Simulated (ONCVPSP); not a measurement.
## Cutoff test, promethium, ONCV

ONCVPSP 4.0.1 input, shortened (lines: element, Z, core and valence counts, functional; n l f; lmax; l rc ep ncon nbas qcut; lloc lpopt rc5 dvloc0; l nproj debl; icmod fcfact rcfact), PBE, scalar-relativistic:

```
  Pm 61.00    9    3        4      upf
    1    0    2.00
    2    0    2.00
    2    1    6.00
    3    0    2.00
    3    1    6.00
    3    2   10.00
    4    0    2.00
    4    1    6.00
    4    2   10.00
    4    3    5.00
    5    0    2.00
    5    1    6.00
    3
    0    2.00    0.00    4    9    4.90
    1    2.25    0.00    4    7    5.90
    2    2.25    0.02    5    8    4.30
    3    1.35    0.00    4    8   12.20
    4    5    1.10    3.00
    0    2    1.20
    1    1    3.60
    2    2    2.90
    3    1    3.90
    3    2.25    1.10
```

In the s channel the program set the typed energies aside and used -2.023, 0.250 Ha. In the d channel the program set the typed energies aside and used 0.050, 2.950 Ha.

Q: For each optimised wave give the share of its norm inside rc, the residual kinetic energy above qcut (Ha) and the cutoffs (Ha) for errors of 10, 1, 0.1 and 0.01 mHa per electron.

A:

```
         wave  norm inside rc  residual KE  10 mHa  1 mHa  0.1 mHa  0.01 mHa
           5s           0.879      1.8e-04     7.7   10.2     16.8      57.7
s projector 2           0.062      2.2e-04     7.1   10.3     15.2      48.8
           5p           0.847      1.4e-06     4.4   10.5     13.5      15.8
d projector 1           0.176      4.5e-05     5.1    7.0      8.9      21.2
d projector 2           0.103      4.8e-04     7.4    9.0     15.7      29.8
           4f           0.774      4.2e-05    57.7   65.3     71.5     140.7
```

The occupied waves need 65 Ha and 71 Ha for 1 and 0.1 mHa. Note: ghosts flagged at negative energy: s at -59.2 eV, p at -1.53 eV; no localised positive-energy state flagged. A true bound ghost makes a file unfit for plane-wave use. 2 of 4 tests not solved or not reliable.
